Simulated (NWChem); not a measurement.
Molecule: Si$_{2}$NH$_{6}$Cl; SMILES N[Si@H](Cl)[SiH3]

```xyz
10

N     -2.0009     0.0970    -0.3370
Si    -0.4556     0.1185     0.4292
Si     0.6920    -1.8591    -0.0966
Cl     0.7861     1.7405    -0.1252
H     -2.0723    -0.1184    -1.3252
H     -2.6996     0.7822    -0.0694
H     -0.7052     0.3141     1.8780
H      2.0833    -1.8119     0.4256
H      0.7376    -2.0336    -1.5753
H     -0.0091    -3.0310     0.4969
```
Atoms are numbered in this order, from 1.

All runs: NWChem. Geometry: optimised at B3LYP/6-31G* (spherical d). Total energies compare along this basis series because the functional is fixed.

| level | basis functions | energy (Ha) | highest occupied level (eV) | orbital gap (eV) | dipole (D) |
|---|---|---|---|---|---|
| Hartree-Fock/cc-pVDZ | 98 | -1095.3870 | -10.80 | 14.13 | 2.22 |
| Hartree-Fock/aug-cc-pVDZ | 158 | -1095.4000 | -10.86 | [?] | 2.00 |
| Hartree-Fock/cc-pVTZ | 216 | -1095.4606 | -10.85 | 13.75 | 2.02 |

Problem. What belongs in the gaps?

Solution. 
- Hartree-Fock/aug-cc-pVDZ, orbital gap (eV): 11.77
